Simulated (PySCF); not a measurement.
**F: interval between two levels**

F [He] 2s2 2p5 [2P3/2, M_J = 3/2] → F [He] 2s1 2p6 [2S1/2, M_J = 1/2], as a difference of total energies. Calculation: PySCF 2.14, in x2c-TZVPall-2c with one added diffuse shell each of s, p, d type (6s4p3d1f, 40 functions); the two-component X2C-1e Hamiltonian. Correlated levels: 1s2 frozen. "Screened" scales the spin-orbit matrix elements by Boettger's factors to mimic the two-electron term; Breit and QED terms are absent.

| method | interval between two levels (cm⁻¹) |
| --- | --- |
| GHF (spin-free) | 192320 |
| GMP2 (spin-free) | 177020 |
| GHF (screened spin-orbit) | 192470 |
| GMP2 (screened spin-orbit) | 177170 |
